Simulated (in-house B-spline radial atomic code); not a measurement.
How numerical settings move a run on Tc2+, [Kr] 4d5. Computed with an all-electron radial atomic-structure program (B-spline basis): scalar-relativistic (X2C) LC-wPBE, spherical fractional occupations, Fermi nucleus of rms radius 4.41117 fm.

Command:
```bash
python run_scf.py task.json out
```
Settings of the sound reference run:
```
Z                43
electrons        41
configuration    [Kr] 4d5
hamiltonian      x2c
method           lc_wpbe
spin_polarised   False
nucleus          fermi
rms_radius       4.41117
mass_number      97
atomic_mass      96.90636
speed_of_light   137.036
knot_spacing     0.22
spline_order     8
gauss_points     12
box_radius       22.22
max_iterations   70
damping          0.5
damped_steps     3
diis_vectors     10
tolerance        1e-08
start            Thomas-Fermi
```

Time taken, with all properties: 0.9 s on 1 thread of Arm Neoverse N1, with other jobs on the host.

It converges in 10 iterations to -4283.518900 hartree, with 4d at -22.5879 eV. The other runs change the listed settings, some to values that make no sense; their results aren't properties of the atom or ion. Radii are in bohr (the nuclear one in fm), a minus after a letter asks for a j subshell, and «unchanged» means within 1e-8 hartree. The run stops when the residual is below 10 × tolerance × max(1, Z/10), or a noise floor if that is larger, and the energy moves by less than 1e-8 × √|E| hartree; so very loose and very tight tolerances often act alike.

| changed settings | outcome |
| --- | --- |
| damping = 0.2 | converged in 10 iterations, energy unchanged, 4d level +2.6e-06 eV |
| spline_order = 7, first_knot = 0.0698, max_iterations = 75, tolerance = 0.001, start = bare nucleus | converged in 10 iterations, energy +3.83e+00 hartree from the reference, 4d level -3.0e-03 eV |
| hamiltonian = dirac, method = tpss,tpss | stopped with error: meta-GGAs are not served with the Dirac Hamiltonian |
| electrons = 42, configuration = [Kr] 4d5 5s-1, max_iterations = 60 | stopped with error: j subshells need the Dirac Hamiltonian and l > 0 |
| damping = 0 | converged in 11 iterations, energy unchanged, 4d level +1.1e-05 eV |
| gauss_points = 8 | converged in 10 iterations, energy -9.47e-08 hartree from the reference |
| gauss_points = 5 | converged in 10 iterations, energy -8.91e-06 hartree from the reference, 4d level -7.0e-06 eV |
| max_iterations = 3 | not converged after 3 iterations, last residual 5.5e-02, last energy +1.23e-01 hartree from the reference |
| spline_order = 5, first_knot = 0.000233, max_iterations = 50, diis_vectors = 2, tolerance = 0.01 | converged in 11 iterations, energy +3.64e-04 hartree from the reference, 4d level -4.2e-04 eV |
| gauss_points = 4 | converged in 10 iterations, energy -8.39e-07 hartree from the reference, 4d level -3.4e-06 eV |
| max_iterations = 12 | converged in 10 iterations, energy unchanged |
| box_radius = 88.88, max_iterations = 100, damping = 0.8, diis_vectors = 20 | converged in 10 iterations, energy +4.88e-07 hartree from the reference, 4d level -8.3e-06 eV |
| damping = 0.8 | converged in 10 iterations, energy unchanged, 4d level -8.8e-06 eV |

Task: What happens with max_iterations = 2?

Result: Not converged after 2 iterations, last residual 2.7e-01, last energy +2.81e+00 hartree from the reference.

Task: What happens with gauss_points = 3?

Result: Not converged after 70 iterations, last residual 4.5e+03, last energy +2.22e+05 hartree from the reference.

Task: What happens with damping = 0.95?

Result: Converged in 11 iterations, energy unchanged, 4d level +1.3e-05 eV.

Task: What happens with first_knot = 0.0698, max_iterations = 3?

Result: Not converged after 3 iterations, last residual 5.6e-02, last energy +3.22e+00 hartree from the reference.
